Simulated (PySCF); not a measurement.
Sn(Cl)(Br)2(NH2), SMILES [NH2][Sn]([Cl])([Br])[Br] (H₂Br₂ClNSn), PBE0/def2-SVP optimised geometry.

```
7

N     -1.04     0.69     0.00
Sn    -0.42    -1.23     0.00
Cl    -1.22    -2.23     1.95
Br     2.05    -1.23     0.00
Br    -1.21    -2.62    -1.90
H     -2.05     0.77    -0.11
H     -0.59     1.23    -0.74
```

Density from PBE0/def2-TZVP, def2 effective core potentials past Kr (PySCF 2.14.0) at that geometry. The core electrons that the potentials of Sn replace are not part of the density.

Minimum of the electron density along straight lines between bonded atoms, close to the bond critical point (lines longer than 1.1 times the sum of covalent radii, or with two minima, are not listed):

```csv
bond,length / Å,ρ at the minimum / e bohr⁻³,∇²ρ there / e bohr⁻⁵,position (fraction from the first atom)
N1–Sn2,2.016,…,0.32,0.49
Sn2–Cl3,2.329,…,…,0.47
Sn2–Br4,2.467,0.081,0.10,0.47
Sn2–Br5,2.484,0.079,0.10,0.47
N1–H6,1.020,0.328,-1.58,0.74
N1–H7,1.020,0.328,-1.58,0.74
```

Task: Fill in the missing entries.

Result: 
- N1–Sn2, ρ at the minimum / e bohr⁻³: 0.123
- Sn2–Cl3, ρ at the minimum / e bohr⁻³: 0.090
- Sn2–Cl3, ∇²ρ there / e bohr⁻⁵: 0.17
